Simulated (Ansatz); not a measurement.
HfAl₆. The state is a singlet with charge 0. Geometry r2SCAN-D4/def2-SVP, basis def2-TZVP, Ansatz.

Cartesian coordinates in Å:
```
Hf -0.281 -0.063 -1.884
Al -0.244 0.556 2.149
Al 1.521 0.471 0.273
Al -2.109 0.202 0.165
Al -0.462 2.064 -0.136
Al 1.781 -1.740 -1.151
Al -0.206 -1.490 0.585
```

| run | HOMO (eV) | LUMO (eV) |
| --- | --- | --- |
| A | -5.03 | -3.12 |
| B | -4.43 | -3.70 |
| C | -4.54 | -3.69 |
| D | -4.69 | -3.48 |

In the def2 sets Hf takes a core potential; there is no spin–orbit coupling. HSE06 is defined as in plane-wave codes, on full-range PBE exchange. The structure comes from a short search, and lower isomers may exist.

Question: The runs used HSE06, PBE, PBE0, r2SCAN. Estimate which is which.

Answer: A PBE0 (25 % exact exchange); B PBE (0 % exact exchange); C r2SCAN (0 % exact exchange); D HSE06 (range-separated). Exact exchange lowers occupied and raises empty levels; among semilocal functionals meta-GGAs tend to open the gap a little, and such runs are hard to tell apart. The gap grows from 0.72 eV (PBE) to 1.91 eV (PBE0).
